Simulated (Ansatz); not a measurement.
Stepwise reaction of `CO[SiH](C)C` with hydrogen, as a gas-phase model of exchange steps in deposition or etching. ΔE in kJ/mol; ΔG adds harmonic PBE0-D4 terms to CCSD(T)/CBS, at 1 bar.

Calculated with Ansatz (gas phase, PBE0-D4/def2-TZVP geometries, no zero-point term in ΔE). CCSD(T)/CBS is the MP2 limit (def2-TZVPP, def2-QZVPP) plus CCSD(T) − MP2 in def2-TZVPP, frozen cores. This one scheme is used for every species. Functionals use def2-TZVPP. B3LYP here is the variant with VWN-RPA as its local correlation; programs differ in this. Each species was taken in one conformer, which may not be the lowest.

```json
{"step": "1", "reaction": "`CO[SiH](C)C` + H₂ → `CO[SiH2]C` + CH₄", "PBE-D4": "-16.0", "B3LYP-D4": "-21.1", "ωB97M-V": "-17.4", "CCSD(T)/CBS": "-17.7", "ΔG(400 K)": "-12.1"}
{"step": "2", "reaction": "`CO[SiH2]C` + H₂ → `CO[SiH3]` + CH₄", "PBE-D4": "-17.9", "B3LYP-D4": "-23.4", "ωB97M-V": "-19.9", "CCSD(T)/CBS": "-20.2", "ΔG(400 K)": "-14.8"}
```

Task: By hand: ΔE of the 2 steps together at CCSD(T)/CBS.

Result: (-17.7) + (-20.2) = -37.9 kJ/mol, or -18.9 kJ/mol a step.

In ΔE the steps differ by no more than 2.5 kJ/mol. All are downhill at CCSD(T)/CBS. ΔG lies between -14.8 and -12.1 kJ/mol a step. PBE-D4 differs from CCSD(T)/CBS by 1.7 to 2.3 kJ/mol a step. Isolated molecules leave out the surface, adducts and barriers. Largest T1 diagnostic: 0.011.
